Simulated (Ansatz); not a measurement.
A structure relaxed at PBE-D4/def2-SVP in Ansatz, charge 0, singlet:

```tsv
atom	x (Å)	y (Å)	z (Å)
Ga1	-0.426	2.853	-1.377
Ga2	1.797	-0.368	2.310
Ga3	0.150	1.854	1.168
Ga4	2.756	-0.988	-1.095
Ga5	-1.646	-1.378	-0.459
Ga6	-1.790	0.384	-2.624
Ga7	0.517	-2.659	1.161
P8	-0.749	3.880	0.519
P9	0.397	1.148	-2.716
P10	0.849	1.339	3.282
P11	2.737	-2.189	1.323
P12	-3.394	-0.898	-1.890
P13	-1.620	-3.081	1.064
P14	0.419	0.103	-0.666
```

(1) Give its formula and point group.

(2) Summarise the bond lengths by kind (pairs closer than 1.2 times the sum of covalent radii, bridged metal pairs left out).

Results:

(1) Ga₇P₇. Point group Cs (tolerance 0.1 Å).

(2) 16 × Ga–P 2.18 to 2.70 Å; 1 × P–P 2.30 Å.
